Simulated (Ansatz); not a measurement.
Reaction (redistribution): `[OH][Ga]([OH])[SH]` + `[OH][Sn][Br]` → `[OH][Ga]([SH])[Br]` + `[OH][Sn][OH]`

Program: Ansatz. Geometries: PBE0-D4/def2-TZVP. ΔE: electronic, gas phase. CCSD(T)/CBS is the MP2 limit (def2-TZVPP, def2-QZVPP) plus CCSD(T) − MP2 in def2-TZVPP, frozen cores. DFT in def2-TZVPP. B3LYP here is the variant with VWN-RPA as its local correlation; programs differ in this. def2 core potentials past Kr. For Br, Ga, Sn outer-core shells are correlated without core-valence functions, which leaves a few kJ/mol of doubt a bond. Scalar relativity is left out up to krypton. Each species was taken in one conformer, which may not be the lowest.

| level | ΔE (kJ/mol) | difference from CCSD(T)/CBS |
| --- | --- | --- |
| B3LYP-D4 | 7.2 | 1.6 |
| ωB97M-V | 3.4 | -2.2 |
| B2PLYP | 6.2 | 0.6 |
| PBE | 6.5 | 0.9 |
| PBE0 | 7.5 | 1.9 |
| MP2/def2-TZVPP | 3.6 | -2.0 |
| CCSD(T)/def2-TZVPP | 3.3 | -2.3 |
| HF/def2-QZVPP | 10.8 | 5.2 |
| MP2/def2-QZVPP | 5.2 | -0.4 |
| CCSD/CBS(def2) | 6.7 | 1.1 |
| CCSD(T)/CBS | 5.6 | 0 |

Largest T1 diagnostic among the species: 0.018.

In def2-TZVPP, CCSD(T) changes the Hartree–Fock value by −6.7 kJ/mol (the triples alone add −1.1 kJ/mol) and MP2 by −6.4 kJ/mol.
